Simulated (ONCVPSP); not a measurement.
**An all-electron radial function and its pseudo partner (F)**

Columns: radius, all-electron u(r) and pseudo u(r) of the 2s shell (level -29.97 eV) of fluorine in the configuration [He] 2s1.5 2p5.5; PBEsol, scalar-relativistic, ONCV scheme, ONCVPSP 4.0.1.

```json
{"r (bohr)": "0.060", "all-electron": "-0.4139", "pseudo": "0.0712"}
{"r (bohr)": "0.120", "all-electron": "-0.4228", "pseudo": "0.1517"}
{"r (bohr)": "0.180", "all-electron": "-0.2514", "pseudo": "0.2302"}
{"r (bohr)": "0.240", "all-electron": "-0.0156", "pseudo": "0.3222"}
{"r (bohr)": "0.300", "all-electron": "0.2252", "pseudo": "0.4269"}
{"r (bohr)": "0.360", "all-electron": "0.4425", "pseudo": "0.5262"}
{"r (bohr)": "0.420", "all-electron": "0.6245", "pseudo": "0.6408"}
{"r (bohr)": "0.480", "all-electron": "0.7682", "pseudo": "0.7689"}
{"r (bohr)": "0.540", "all-electron": "0.8753", "pseudo": "0.8753"}
{"r (bohr)": "0.600", "all-electron": "0.9498", "pseudo": "0.9498"}
{"r (bohr)": "0.660", "all-electron": "0.9960", "pseudo": "0.9960"}
{"r (bohr)": "0.720", "all-electron": "1.0191", "pseudo": "1.0191"}
{"r (bohr)": "0.780", "all-electron": "1.0235", "pseudo": "1.0235"}
{"r (bohr)": "0.840", "all-electron": "1.0132", "pseudo": "1.0132"}
{"r (bohr)": "0.900", "all-electron": "0.9917", "pseudo": "0.9917"}
{"r (bohr)": "0.960", "all-electron": "0.9618", "pseudo": "0.9618"}
{"r (bohr)": "1.020", "all-electron": "0.9259", "pseudo": "0.9259"}
{"r (bohr)": "1.080", "all-electron": "0.8859", "pseudo": "0.8859"}
{"r (bohr)": "1.140", "all-electron": "0.8432", "pseudo": "0.8432"}
{"r (bohr)": "1.200", "all-electron": "0.7992", "pseudo": "0.7992"}
{"r (bohr)": "1.260", "all-electron": "0.7547", "pseudo": "0.7547"}
{"r (bohr)": "1.320", "all-electron": "0.7104", "pseudo": "0.7104"}
{"r (bohr)": "1.380", "all-electron": "0.6669", "pseudo": "0.6669"}
{"r (bohr)": "1.440", "all-electron": "0.6246", "pseudo": "0.6246"}
{"r (bohr)": "1.500", "all-electron": "0.5838", "pseudo": "0.5838"}
{"r (bohr)": "1.560", "all-electron": "0.5446", "pseudo": "0.5446"}
```

Question: How many radial nodes do the two functions have?

Answer: The all-electron 2s function has n − l − 1 = 1; the pseudo-wave has 0, since the states of the same l below it are removed with the core.

Question: At about which radius was the pseudo-wave matched?

Answer: 0.55 bohr, where the columns begin to agree (steps of 0.06 bohr).

Question: Is the pseudo-wave norm-conserving?

Answer: Yes: the ONCV scheme keeps the norm inside the radius equal to the all-electron one, which fixes the energy derivative of the logarithmic derivative at the level.
